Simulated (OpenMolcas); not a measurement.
# N+, As+, Bi+: ns² np² down the group

| Property | Result |
| --- | --- |
| Program | OpenMolcas |
| Method | XMS-CASPT2, IPEA 0.25 Eh, imaginary shift 0.1 Eh |
| Basis | ANO-RCC-VTZP |
| Scalar Hamiltonian | DKH2, point nucleus |
| Spin-orbit coupling | state interaction with AMFI integrals over the reference wave functions, term energies averaged over their components |

Active space for each ion: 4 electrons in 8 orbitals (s p s p); closed shells correlated by CASPT2: N+ 1s; As+ 3d; Bi+ 5d.

Computed levels in cm-1 above ³P₀:

```json
{"Level": "³P₁", "N+": "45.5", "As+": "894", "Bi+": "10650"}
{"Level": "³P₂", "N+": "135", "As+": "2180", "Bi+": "14510"}
{"Level": "¹D₂", "N+": "15710", "As+": "10190", "Bi+": "28610"}
{"Level": "¹S₀", "N+": "32800", "As+": "22450", "Bi+": "40660"}
{"Level": "weight of ³P in the lowest level (%)", "N+": "100", "As+": "99", "Bi+": "86"}
```

Mixed levels, with the weight of the term that names them: Bi+ ³P₂ (57 %), Bi+ ¹D₂ (57 %).

Measured, with the error of the calculation in %. Measured levels: N+, As+ from NIST Handbook of Basic Atomic Spectroscopic Data.

```json
{"Level": "³P₁", "N+": "48.7 (-6.6)", "As+": "1063 (-15.9)"}
{"Level": "³P₂", "N+": "131 (+3.4)", "As+": "2541 (-14.1)"}
{"Level": "¹D₂", "N+": "15316 (+2.5)", "As+": "10096 (+0.9)"}
{"Level": "¹S₀", "N+": "32689 (+0.3)", "As+": "22599 (-0.6)"}
```

The fine-structure level ³P₂ changes by a factor of 107 from N+ to Bi+.

Without spin-orbit coupling ¹D lies 15620, 8460, 6970 cm-1 above ³P in that order; the difference to the level ¹D₂, of either sign, comes from spin-orbit coupling, which also lowers the zero.

Term energies are means over components that CASPT2 splits; among the terms shown or strongly mixed into the levels shown the widest spread is 140 cm-1 (2s² 2p² ¹D, N+). Over all roots computed the reference weight is 0.84 to 0.98 in As+, 0.80 to 0.93 in Bi+; the roots of lowest weight are the least certain, and an intruder state may touch them. The run also gave levels led by 2s² 2p 3s, which use shells meant for correlation; these and all levels above them are left out (holds for N+). The run also gave levels led by 4s² 4p 5p, 4s² 4p 5s, which use shells meant for correlation; these and all levels above them are left out (holds for As+). The run also gave levels led by 6s² 6p 7s, which use shells meant for correlation; these and all levels above them are left out (holds for Bi+). Computed and measured levels are paired by configuration, term and J; levels that our copy of the source lacks, or whose pairing is in doubt (as where it misses far off the trend of its configuration), stay unpaired and out of the deviations. Only configurations of the active space appear.
